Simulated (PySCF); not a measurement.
Energy of Ru²⁺ (ruthenium, charge +2) between two integer charges

The 4d beta orbital of [Kr] 4d6 is emptied in steps (occupation f), with all orbitals relaxed, ending at [Kr] 4d5. Computed with PySCF 2.14 in aug-cc-pVDZ-PP with ECP28MDF, with scalar relativity through the core potential. The exact energy is a straight line in f; departures are measured from the line between the end points of the same method.

**Question.** Among PBE0, r2SCAN, LC-wPBE, which shows the largest delocalisation error (convex curve), and which is closest to linear?

**Answer.** Most convex: r2SCAN (-1.347 eV at f = 0.5); closest to linear: LC-wPBE (-0.320 eV).

| f | PBE0 (eV) | r2SCAN (eV) | LC-wPBE (eV) |
| --- | --- | --- | --- |
| 1 | 0.000 | 0.000 | 0.000 |
| 0.75 | -0.786 | -1.018 | -0.239 |
| 0.5 | -1.049 | -1.347 | -0.320 |
| 0.25 | -0.787 | -0.997 | -0.240 |
| 0 | 0.000 | 0.000 | 0.000 |

```json
{"method": "PBE0", "E(f=0) − E(f=1) (eV)": "28.316", "−ε at f=1 (eV)": "24.136", "−ε at f=0.5 (eV)": "28.312"}
{"method": "r2SCAN", "E(f=0) − E(f=1) (eV)": "27.926", "−ε at f=1 (eV)": "22.470", "−ε at f=0.5 (eV)": "27.982"}
{"method": "LC-wPBE", "E(f=0) − E(f=1) (eV)": "28.341", "−ε at f=1 (eV)": "27.071", "−ε at f=0.5 (eV)": "28.338"}
```

Reference removal energy between the ground levels: 28.47 eV (semi-empirical (NIST evaluation); NIST Atomic Spectra Database, ionization energies). The calculation has no spin-orbit coupling. The determinant left behind need not be the lowest term of the ion.
